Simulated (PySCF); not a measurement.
Al(H)3 anion (AlH3), SMILES [AlH3] (connectivity only; charge and spin as stated), charge -1, multiplicity 2. The structure is a stationary point at PBE-D3(BJ)/def2-TZVPD. The multiplicity is an assumed one; other spin states were not compared. The isomer is the one that the SMILES or the coordinates give; other isomers of the formula were not compared.

All values below come from PBE-D3(BJ)/def2-TZVPD (PySCF).

Harmonic wavenumbers (cm⁻¹): 622, 722, 722, 1626, 1626, 1642. Rotational constants (GHz): 114.2, 114.2, 67.93; symmetry number 3.

### Question
Work out the zero-point energy and the ideal-gas rigid-rotor harmonic-oscillator thermochemistry at 298.15 K and 1 atm.

### Answer
ZPE = ½ Σ hcν = ½ × 6959 cm⁻¹ = 9.95 kcal/mol. H − E(el) = 12.55 kcal/mol. Entropy in cal/(mol K): translation 36.13, rotation 14.36, vibration 1.00, spin 1.38, total 52.87. G − E(el) = -3.22 kcal/mol. Cp = 10.65 cal/(mol K).
